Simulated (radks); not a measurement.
Results of a calculation; reference values are marked as such.
Species: Pd0.75+. Configuration: [Kr] 4d(up 5, down 4.25) (fractional occupations, a model configuration). Code: a radial shooting solver on a logarithmic mesh with Libxc functionals. Model: scalar-relativistic Kohn-Sham, LDA (Slater exchange, Perdew-Wang correlation), spin-polarised, spherical densities, point nucleus.

Unscreened Slater integrals over Kohn-Sham orbitals (cm^-1). They are taken over the spin-up orbitals.

\begin{tabular}{lr}
integral & value \\ \hline
F0(4d,4d) & 135300 \\
F2(4d,4d) & 65559 \\
F4(4d,4d) & 42264 \\
F0(4d,4p) & 156620 \\
F2(4d,4p) & 74693 \\
G1(4d,4p) & 93024 \\
G3(4d,4p) & 56364 \\
F0(4d,4s) & 161590 \\
G2(4d,4s) & 67138 \\
F0(4p,4p) & 189910 \\
F2(4p,4p) & 99128 \\
F0(4p,4s) & 198620 \\
G1(4p,4s) & 134320 \\
F0(4s,4s) & 208770 \\
\end{tabular}

Derived for the open shells (J is the average intra-shell exchange parameter used in DFT+U). 4d: Racah B = F2/49 - 5 F4/441 = 858.7 cm^-1, C = 35 F4/441 = 3354 cm^-1, C/B = 3.91, F4/F2 = 0.645, J = (F2 + F4)/14 = 7702 cm^-1.
